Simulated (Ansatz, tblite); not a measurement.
Isomers of Al₂Te₄⁻ (doublet), found by a short tight-binding search and relaxed with PBE-D4/def2-SVPD in Ansatz.

In the def2 sets Te takes a core potential, while STO-3G treats all electrons; there is no spin–orbit coupling. The xTB rows come from tblite. HSE06 is defined as in plane-wave codes, on full-range PBE exchange. Correlated methods freeze 26 core orbitals; core or outer-core shells of Te are correlated, in sets that lack core-valence functions.

A: At HF/STO-3G the highest occupied level of the charge -1 doublet lies above zero (up to 0.72 eV). In Hartree–Fock with STO-3G the lack of diffuse functions raises the level. B: At HF/STO-3G the highest occupied level of the charge -1 doublet lies above zero (up to 0.40 eV). In Hartree–Fock with STO-3G the lack of diffuse functions raises the level. At LDA (SPW92)/def2-SVP the gap within one spin of the charge -1 doublet nearly closes, so an electron or hole may be smeared out by delocalisation error. C: At HF/STO-3G the highest occupied level of the charge -1 doublet lies above zero (up to 0.27 eV). In Hartree–Fock with STO-3G the lack of diffuse functions raises the level. D: At HF/STO-3G the highest occupied level of the charge -1 doublet lies above zero (up to 0.63 eV). In Hartree–Fock with STO-3G the lack of diffuse functions raises the level. At LDA (SPW92)/def2-SVP the gap within one spin of the charge -1 doublet nearly closes, so an electron or hole may be smeared out by delocalisation error.

Other spin states weren't relaxed.

A:

| atom | x (Å) | y (Å) | z (Å) |
| --- | --- | --- | --- |
| Al1 | 0.426 | 2.605 | -0.502 |
| Al2 | -0.348 | -1.200 | -0.425 |
| Te3 | 0.881 | 2.063 | 1.962 |
| Te4 | -0.331 | 0.776 | -2.132 |
| Te5 | -0.945 | -3.527 | -0.911 |
| Te6 | 0.317 | -0.718 | 2.008 |

B:

Cartesian coordinates in Å:
```
Al -0.705 -1.440 -1.499
Al -0.101 0.574 0.792
Te -2.388 -0.685 0.328
Te 0.897 0.760 -1.895
Te 0.559 2.167 2.512
Te 1.738 -1.376 -0.239
```

C:

Cartesian coordinates in Å:
```
Al -0.6638 -0.9530 1.5787
Al 0.0033 1.2187 -0.6432
Te -0.0111 -1.3800 -1.1386
Te 0.0269 1.6086 1.8801
Te -0.6029 2.1970 -2.7936
Te 1.2476 -2.6913 1.1167
```

D:

```xyz
6

Al   -0.5858   -0.8065   -1.1789
Al    0.5820    0.8115    1.1773
Te   -0.7257   -1.4134    1.3306
Te    1.5313    2.1001    3.0652
Te    0.7120    1.4243   -1.3313
Te   -1.5137   -2.1160   -3.0630
```

Q: Estimate their order by electronic energy at PBE0-D4/def2-SVP, counted from the lowest.

A: D (0.0) < C (23.6) < A (24.2) < B (24.9), in kcal/mol.

Q: Do the other levels pick the same lowest one?

A: All that were run do. Energies above each level's lowest (kcal/mol):

```
               level     A     B     C    D
            GFN1-xTB  18.0  21.8  20.8  0.0
            GFN2-xTB  27.4  32.2  30.4  0.0
           HF/STO-3G  26.2  39.9  42.0  0.0
        HF/def2-SVPD  25.4  36.0  33.4  0.0
LDA (SPW92)/def2-SVP  25.0  26.9  23.6  0.0
     PBE-D4/def2-SVP  24.5  27.4  24.3  0.0
  revPBE-D4/def2-SVP  24.2  27.1  24.5  0.0
  r2SCAN-D4/def2-SVP  27.8  31.0  27.3  0.0
    PBE0-D4/def2-SVP  24.2  24.9  23.6  0.0
   HSE06-D4/def2-SVP  25.1  26.2  24.6  0.0
   RPA@PBE/def2-SVPD  28.9  32.5  31.0  0.0
       MP2/def2-SVPD  20.8  19.8  20.2  0.0
```
Point groups (tolerance 0.1 Å): A Cs, B Cs, C not assigned, D D2h. Lower isomers may exist.
